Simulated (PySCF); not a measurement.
Compound: B2H5NO.
Atom-mapped SMILES: `[BH2:1][O:2][BH:3][NH2:4]` (hydrogens: H5, H6 on B1; H7 on B3; H8, H9 on N4)

Structure used (PBE0-D3(BJ)/def2-SVP), in Å, numbered top down from 1:
```
atom  x, y, z in Å
B1    -1.771    0.504    0.348
O2    -0.667   -0.270    0.300
B3     0.581    0.096   -0.188
N4     1.621   -0.821   -0.075
H5    -1.743    1.645   -0.067
H6    -2.778    0.020    0.817
H7     0.760    1.180   -0.695
H8     2.557   -0.631   -0.399
H9     1.495   -1.731    0.352
```

Computed at PBE0/pcSseg-1 (PySCF, non-relativistic), with Q(11B) = 0.04059 b, Q(17O) = −0.0256 b, Q(14N) = 0.02044 b: B1, 11B (I = 3/2): χzz = 4.719 MHz, η = 0.279; O2, 17O (I = 5/2): χzz = 5.823 MHz, η = 0.662; B3, 11B (I = 3/2): χzz = 3.382 MHz, η = 0.452; N4, 14N (I = 1): χzz = -3.200 MHz, η = 0.617.

Where would the pure quadrupole (NQR) lines of 11B at B1 fall for the rigid, isolated species?

From ν = (|χ|/2)√(1 + η²/3): ν = 2.390 MHz (three-coordinate boron).

Find the zero-field quadrupole resonance frequencies of 17O at O2.

From the eigenvalues of H = χ/[4I(2I − 1)] × [3Iz² − I(I + 1) + η(Ix² − Iy²)], steps between neighbouring levels, labelled as for η = 0: ±1/2↔±3/2 1.217 MHz, ±3/2↔±5/2 1.629 MHz (boron-bound oxygen).

Where would the pure quadrupole (NQR) lines of 11B at B3 fall for the rigid, isolated species?

From ν = (|χ|/2)√(1 + η²/3): ν = 1.748 MHz (three-coordinate boron).

Where would the pure quadrupole (NQR) lines of 14N at N4 fall for the rigid, isolated species?

From ν± = (3/4)|χ|(1 ± η/3) and ν0 = |χ|η/2: ν+ 2.894 MHz, ν− 1.906 MHz, ν0 0.987 MHz (boron-bound nitrogen).

In a crystal, neighbours and librations shift these lines. With a basis this small, the couplings can be 20 % off.

One conformer stands for the species.
